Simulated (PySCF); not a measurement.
CH2O3, SMILES O=C(O)O. Atoms are numbered in the order given.

```xyz
6

O      0.0000     1.0885    -0.6780
C      0.0000     0.0000     0.0980
O      0.0000     0.0000     1.3027
O      0.0000    -1.0885    -0.6780
H      0.0000     1.8517    -0.0802
H      0.0000    -1.8517    -0.0802
```

Geometry: B3LYP-D3(BJ)/def2-SVP. One conformer was computed; it need not be the lowest.

Two levels are set side by side: PBE/pcSseg-2 (PySCF) and PBE0/pcSseg-2 (PySCF). GIAO shifts against H2O (¹⁷O), TMS (¹H), TMS (¹³C) at the same level; non-relativistic, no solvent, atoms listed together averaged. Differences are taken from unrounded values.

| quantity | PBE0 | PBE | PBE minus PBE0 |
|---|---|---|---|
| δ(¹⁷O) of O1, O4 (ppm) | 162.1 | 170.1 | 7.9 |
| δ(¹³C) of C2 (ppm) | 165.8 | 163.7 | -2.1 |
| δ(¹⁷O) of O3 (ppm) | 304.2 | 305.3 | 1.1 |
| δ(¹H) of H5, H6 (ppm) | 5.51 | 5.29 | -0.22 |

Rough cost on one machine, each run with all the roots and properties that it gave: PBE0 against PBE within a factor of 2.
